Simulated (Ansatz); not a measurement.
Ansatz (a program for electronic structure) input:

Ansatz 0.2 input:
```yaml
crystal:
  periodic: [false, false, false]
  atoms:
    - {symbol: In, position_ang: [-2.01714846, -0.05115798, 0.00825310]}
    - {symbol: O, position_ang: [-0.00625769, -0.01270710, -0.02035236]}
    - {symbol: In, position_ang: [2.00643305, 0.02581825, -0.04893296]}
basis:
  gaussian:
    orbitals: def2-TZVP
hamiltonian:
  xc: b3lyp
  dispersion: d3bj
total_charge: 1
magnetization: {spin_polarized: true, initial_magnetization: 1}
relax: {f_tol: 0.002, max_steps: 150}
```

Which total energy does the run end on?

-455.48341 Eh (B3LYP-D3(BJ)/def2-TZVP). The basis has 131 functions.
